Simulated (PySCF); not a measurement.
## Working out the excitation energy of Sb

Sb [Kr] 4d10 5s2 5p3 (4S) → Sb [Kr] 4d10 5s2 5p2 6s1 (4P). Calculation: PySCF 2.14, in aug-cc-pVDZ-PP with ECP28MDF (5s4p3d, 32 functions); scalar relativity through the core potential. Frozen: 4s2 4p6 4d10. Energies in hartree (1 hartree = 27.21139 eV):

```csv
part,Sb (lower),Sb (upper)
UHF,-239.273208,-239.059566
CCSD correlation,-0.060986,-0.061065
(T),-0.000928,-0.001159
```

Task: What does Hartree-Fock give?

Result: (-239.059566) − (-239.273208) = 0.213642 hartree = 5.813 eV.

Task: What do CCSD and CCSD(T) give?

Result: The CCSD correlation energies differ by -0.000079 hartree = -0.002 eV and the triples by -0.000231 hartree = -0.006 eV, so CCSD gives 5.811 eV and CCSD(T) 5.805 eV.

Measured between the centres of the two terms (NIST): 5.789 eV, so CCSD(T) (valence) is off by 0.016 eV.

A double-zeta basis recovers only part of the correlation energy.

What remains against the reference includes basis incompleteness, the frozen core and higher excitations.
